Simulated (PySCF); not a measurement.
CH5AlBSi (calculated)

Calculation on a computer-drawn molecule: the log of a Hartree-Fock and frozen-core CCSD(T) single point meant for a local Hartree-Fock minimum, with one planted fault or none, to be diagnosed. Offsets are logged minus clean, where the clean run is the same molecule without the fault. The reference is restricted for singlets and unrestricted otherwise, and also for a bond in bohr or an excited solution. Adding or removing an electron swaps singlet and doublet. The excited solution moves the top pair (singlet) or top alpha electron (doublet) to the lowest empty orbital. Highest occupied and lowest empty are orbital energies over both spins, largest force is the largest gradient component, triples share is (T) over the correlation energy, the T1 limit is 0.02 restricted and 0.045 unrestricted, electrons count all cores, a negative frequency is imaginary (commonest isotopes), and the dipole is about the centre of nuclear charge. Program: PySCF 2.14.0.

## CH5AlBSi

Logged structure:
```xyz
9
CH5AlBSi
B      1.1172    -0.1304     0.7915
C     -0.2281     0.2349     0.9015
Al    -0.7685     1.1192     2.6300
Si    -1.3547    -0.0612    -0.3835
H      2.2526    -0.4216     0.7378
H      0.3718     1.3086     3.6781
H     -2.2838     1.4965     2.6744
H     -0.9725    -0.7028    -1.6432
H     -2.7614     0.3212    -0.2689
```

| Item | Value |
| --- | --- |
| meant charge | 1 |
| meant multiplicity | 1 |
| meant basis | cc-pV(D+d)Z |
| logged electrons | 42 |
| logged basis functions | 99 |
| logged SCF converged | yes |
| logged spin squared | 2.0204 |
| logged highest occupied | -11.794 eV |
| logged lowest empty | -6.8212 eV |
| logged largest force | 0.073177 hartree/bohr |
| logged T1 diagnostic | 0.015803 |
| logged D1 diagnostic | 0.046623 |
| logged triples share | 0.028756 |
| logged CC converged | yes |
| logged dipole magnitude | 3.4847 debye |
| logged SCF stable within its kind | yes |
| logged energy HF | -595.92141 hartree |
| logged energy CCSD(T) | -596.29979 hartree |
| possible faults | no fault, one electron removed, one electron added, multiplicity raised by two, geometry at a saddle point, SCF held on an excited solution, minimal basis STO-3G, one bond length entered in bohr, all coordinates scaled |
| planted fault | ? |

Drawn bonds:
```tsv
atom	other atom	order
1	2	1
2	3	1
2	4	2
1	5	1
3	6	1
3	7	1
4	8	1
4	9	1
```

Questions
1. Give the missing planted fault for CH5AlBSi.

## Answers
1. multiplicity raised by two

Further results for CH5AlBSi:

| Property | Result |
| --- | --- |
| HF energy offset from clean run | 68.55 kcal/mol |
| CCSD(T) energy offset from clean run | 86.3 kcal/mol |
